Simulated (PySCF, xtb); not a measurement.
RuO3, SMILES [O]=[Ru](=[O])=[O] (connectivity only; charge and spin as stated), neutral, multiplicity 3.

Harmonic wavenumbers (cm⁻¹) from GFN2-xTB run with xtb at its own minimum, in rising order: 175, 237, 242, 646, 839, 905.

### Question
What does PySCF with r2SCAN-D4/def2-TZVP give at its own minimum? (Estimate from the structure and the level; the computed values follow.)

### Answer
111, 116, 305, 890, 940, 961. Paired by order, the mean absolute difference is 108 cm⁻¹ and the zero-point energies are 4.4 and 4.7 kcal/mol.
